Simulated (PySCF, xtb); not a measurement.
B(All)(F)(OH) (C3H6BFO), SMILES C=CCB(O)F.

GFN2-xTB (xtb 6.7.1) at its own geometry gives an orbital gap of 5.14 eV and a dipole moment of 2.77 D.

Geometry: B3LYP-D3(BJ)/def2-SVP. This is a generated structure with no PubChem entry under its InChIKey; it may be hypothetical. One conformer was computed; it need not be the lowest.

Q: What does PBE/def2-TZVP (PySCF) give? (An estimate is asked for; the answer gives what the named calculation found.)

A: gap 5.29 eV (levels -6.57 and -1.28 eV), dipole 2.35 D.
